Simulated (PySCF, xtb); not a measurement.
CH5FN2Si2, SMILES F[Si@@H]1C=N[SiH2]N1.

xtb with GFN2-xTB at its own geometry gives an orbital gap of 2.08 eV and a dipole moment of 2.05 D.

Coordinates come from a PBE-D3(BJ)/def2-SVP optimisation. The structure was generated by enumeration; whether it is a known compound was not checked.

### Question
What does PBE0/def2-TZVP run with PySCF give? (An estimate is asked for; the answer gives what the named calculation found.)

### Answer
gap 5.47 eV (levels -7.10 and -1.63 eV), dipole 2.04 D.
